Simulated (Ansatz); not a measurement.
Pulling on the P1–N2 bond in PN (multiplicity 1 held). Energies count from the point at 1.483 Å.


U- levels take the lowest unrestricted solution at each point, which mixes spins at long bonds. Active spaces are followed from rest. Curves can end on different states.

Correlated levels freeze the cores.

Programs: Ansatz (Gaussian orbitals). Values without a source in brackets are computed.

Energies in kcal/mol.

| R (Å) | U-MP2/cc-pV(D+d)Z | U-CCSD/cc-pV(D+d)Z | SC-NEVPT2 on CASSCF(10,8)/cc-pV(D+d)Z | FIC-MRCISD+Q on CASSCF(10,8)/cc-pV(D+d)Z |
|---|---|---|---|---|
| 1.186 | 117.5 | 141.3 | 146.7 | 146.6 |
| 1.334 | 2.0 | 28.2 | 31.6 | 31.5 |
| 1.483 | 0.0 | 0.0 | 0.0 | 0.0 |
| 1.631 | 19.4 | 10.2 | 6.1 | 6.1 |
| 1.779 | 39.5 | 34.2 | 26.8 | 26.8 |
| 2.002 | 66.7 | 68.6 | 61.8 | 61.4 |
| 2.224 | … | 90.4 | 88.7 | 87.7 |
| 2.595 | 95.4 | 104.8 | 110.2 | 108.2 |
| 2.965 | 96.4 | 107.4 | 116.4 | 114.0 |
| 3.410 | … | 108.1 | 118.4 | 115.9 |
| 4.003 | 97.0 | 108.4 | 119.1 | 116.7 |
| 4.745 | 97.2 | 108.6 | 119.3 | 117.0 |
| 5.931 | … | 108.6 | 119.4 | 117.0 |

Task: Some entries are withheld; supply them.

Result: 
- 3.410, U-MP2/cc-pV(D+d)Z: 96.8
- 5.931, U-MP2/cc-pV(D+d)Z: 97.3
- 2.224, U-MP2/cc-pV(D+d)Z: 86.7

Doubts at one or more of the structures used: a spin-contaminated determinant (U-MP2/cc-pV(D+d)Z, U-CCSD/cc-pV(D+d)Z); T1 above 0.05 (U-CCSD/cc-pV(D+d)Z); the program's own flag: large difference (U-CCSD/cc-pV(D+d)Z).

Ansatz is an electronic-structure program.
